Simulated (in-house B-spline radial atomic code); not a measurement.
Results of a calculation; reference values are marked as such.
# Stopping and range of 200 keV S in Ge

The pair potential comes from two frozen, spherical free-atom densities (PBE, B-spline radial code, scalar-relativistic past argon): electrostatics plus the change in Thomas-Fermi kinetic and Dirac exchange energy where they overlap, the recipe behind the universal ZBL potential, which averages such potentials (from solid-state densities) over many pairs. It is written V = (Z1 Z2 e²/r) φ(r/a), with e² = 14.3996 eV·Å and a = 0.46850 Å/(Z1^0.23 + Z2^0.23); ZBL's fit is φ = 0.18175 e^(−3.1998x) + 0.50986 e^(−0.94229x) + 0.28022 e^(−0.4029x) + 0.02817 e^(−0.20162x). Where φ falls below 4e-4 it is continued as an exponential.

The target is taken as amorphous, with density 5.3234 g/cm³ (NSM archive of the Ioffe Institute); channelling is ignored. Masses: S 32.06, Ge 72.63 u. Nuclear stopping is S_n = 4π a Z1 Z2 e² M1/(M1 + M2) × s_n(ε), with s_n integrated over impact parameters for each pair. Electronic stopping is Lindhard and Scharff's S_e = Z1^(1/6) 8π e² a0 Z1 Z2/(Z1^(2/3) + Z2^(2/3))^(3/2) × v/v0, with a0 = 0.529177 Å and v = v0 at 24.801 keV/u; it misses the oscillations with Z1 seen in experiment, which reach tens of per cent. Compounds add by atom fraction.

| target atom | a (Å) | ε at this energy | s_n, this pair | s_n, ZBL potential |
| --- | --- | --- | --- | --- |
| Ge | 0.11396 | 2.145 | 0.2636 | 0.2533 |

(1) What are the atom density and the stopping powers at entry?

Along the track:

```csv
E (keV),N S_n (eV/nm),N S_e (eV/nm)
10,479,116
30,526,200
60,503,283
100,460,366
150,413,448
200,376,517
```

(2) Estimate the path length and the projected range.

Results:

(1) N = 5.3234 × 0.602214/72.63 = 0.04414 atoms/Å³. For Ge: S_n = 3233 × 0.2636 = 852.4 eV·Å², S_e = 2.6213 × √200000 = 1172 eV·Å². Averaged over the target's atoms and times N × 10 Å/nm, the ion loses N S_n = 376 eV/nm to recoils and N S_e = 517 eV/nm to electrons; the nuclear share is 42 %.

(2) With continuous slowing down the path is the integral of dE/(N (S_n + S_e)). Trapezoids over the table give 236 nm, and the stretch below the first row, with stopping taken as √E, adds 2E/(N S) = 34 nm: 270 nm in all, against 260 nm on a fine grid from 5 eV. Deflections shorten the depth: to first order in the energy passed on, N (S_n + S_e) dR_p/dE = 1 − N S_n (M2/M1) R_p/(2E), summed over the target's atoms, and integrating this on the fine grid gives R_p = 150 nm, 0.58 of the path. Lindhard's rule of thumb R/(1 + M2/3M1), with mean M2/M1 = 2.27, gives 148 nm; it is meant for M2/M1 below about 2. On the ZBL potential the same equation gives 155 nm, and the full integral equation, which keeps hard collisions, 165 nm.
